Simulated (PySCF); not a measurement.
**How methods differ on the ionisation energy of Sb(2+)**

Sb(2+) [Kr] 4d10 5s2 5p1 (2P) → Sb(3+) [Kr] 4d10 5s2 (1S), as a difference of total energies. Calculation: PySCF 2.14, in dyall-av2z (22s16p12d, 130 functions); no relativity, point nucleus. Correlated levels: valence: [Kr] 4d10 frozen; virtual orbitals above 40 to 60 times the deepest correlated orbital energy dropped. The calculations carry no spin-orbit coupling.

| method | ionisation energy (eV) |
| --- | --- |
| UHF | 23.986 |
| LDA | 24.793 |
| PBE | 24.573 |
| TPSSh | 24.553 |
| B3LYP | 24.682 |
| r2SCAN0 | 24.731 |
| MP2 (valence) | 24.137 |
| SCS-MP2 (valence) | 24.120 |

Estimate what r2SCAN gives.

24.714 eV, closest to r2SCAN0 among the rows shown.

Estimate what PBE0 gives.

24.604 eV, closest to PBE among the rows shown.

A first-order spin-orbit estimate (lowest level to lowest level, LS coupling) adds 0.395 eV.

These non-relativistic numbers lack the scalar-relativistic shift.

For comparison: 25.323 eV (measured; NIST Atomic Spectra Database, ionization energies).
